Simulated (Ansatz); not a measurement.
Sn2NH7⁺, that is (H3Sn)2NH with one electron fewer. The state is a doublet with charge 1. Geometry r2SCAN-D4/def2-SVP, that of the neutral singlet; atoms count from 1.

```xyz
10

Sn    0.989   -0.188    1.519
H     2.516    0.488    1.092
H     0.017    0.993    2.286
H     1.226   -1.569    2.508
N    -0.090   -0.804   -0.108
Sn   -1.040    0.431   -1.434
H     0.035    1.120   -2.593
H    -2.230   -0.503   -2.243
H    -1.738    1.661   -0.469
H     0.314   -1.629   -0.557
```

In the def2 sets Sn takes a core potential; there is no spin–orbit coupling.

Question: Estimate the Mulliken populations from the PBE0/def2-TZVP orbitals of Ansatz.

Answer: 
```csv
atom,charge (e),spin (α − β)
Sn1,0.45,-0.05
H2,0.07,0.10
H3,0.04,0.00
H4,0.05,0.02
N5,-0.53,0.90
Sn6,0.45,-0.05
H7,0.07,0.09
H8,0.05,0.02
H9,0.04,0.00
H10,0.31,-0.03
```
Mulliken values depend strongly on the basis.

Question: Where does the spin sit?

Answer: Summed by element: Sn -0.10, H 0.20, N 0.90, of 1 unpaired in all. Largest on single atoms: N5 0.90, H2 0.10, H7 0.09.

Question: And the Mayer bond orders between heavy atoms (over 0.3)?

Answer: Sn1–N5 0.70 (2.05 Å); N5–Sn6 0.70 (2.05 Å).
